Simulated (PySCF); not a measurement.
Simulated C 1s region for `Cl[C@@H]1C=CO[SiH2]1`, binding energy against the vacuum level.

Every computed line was given a Gaussian of 0.6 eV full width at half maximum and an area set by the number of equivalent atoms; the highest printed point is 100. Theory: PySCF 2.14.0, delta-SCF UKS SCAN, pcX-2 on the ionised atom, pcseg-1 elsewhere, spin-free X2C.

binding energy (eV), intensity and a bar:
```
    289.5          0 
    289.6          1 
    289.7          2 #
    289.8          6 ##
    289.9         13 ####
    290.0         24 #######
    290.1         40 ############
    290.2         57 #################
    290.3         69 #####################
    290.4         72 ######################
    290.5         65 ###################
    290.6         50 ###############
    290.7         33 ##########
    290.8         18 #####
    290.9          9 ###
    291.0          4 #
    291.1          3 #
    291.2          5 #
    291.3         11 ###
    291.4         21 ######
    291.5         37 ###########
    291.6         56 #################
    291.7         74 ######################
    291.8         89 ###########################
    291.9         97 #############################
    292.0        100 ##############################
    292.1         99 ##############################
    292.2         93 ############################
    292.3         81 ########################
    292.4         64 ###################
    292.5         45 #############
    292.6         28 ########
    292.7         15 ####
    292.8          7 ##
    292.9          3 #
    293.0          1 
    293.1          0
```

**Question.** Count the maxima, the lines and the sites behind this envelope.

**Answer.** The curve has 2 maxima (at 290.4 and 292.0 eV). Under it lie 3 lines from 3 inequivalent carbon sites. At this width some lines have no maximum of their own.

**Question.** Decompose the envelope and assign each component. Numbering: `[Cl:1][C@@H:2]1[CH:3]=[CH:4][O:5][SiH2:6]1`.

**Answer.** 
```tsv
position (eV)	relative area	line	atoms	environment
290.38	1	C 1s	C3	alkene CH carbon
291.80	1	C 1s	C2	sp3 C–Cl carbon
292.24	1	C 1s	C4	vinylic carbon bearing oxygen
```

**Question.** What are the centre and the root-mean-square width of the whole band?

**Answer.** The area-weighted mean of the lines is 291.47 eV. Their own spread about it is 0.80 eV (rms) and each Gaussian has σ = 0.6/2.355 = 0.25 eV; the variances add, which gives 0.84 eV.

Lowest listed C 1s: C3, bonded to C (double bond), C and H. Highest, 1.86 eV above it: C4, bonded to O, C (double bond) and H. Summing the Pauling electronegativity differences to the bonded atoms, each weighted by its formal bond order, gives -0.35 for the lowest site and +0.54 for the highest; no listed site has a larger sum than the highest. The smallest sum, -0.39, belongs to C2, 1.42 eV above the lowest.

Shake-up satellites, vibrational structure and lifetime widths aren't simulated. Isolated species at its GFN2-xTB geometry, gas phase.

Hardware: one thread, Arm Neoverse V1 (aarch64) (shared host). Cost: 70 s wall, 0.53 GiB resident at most.
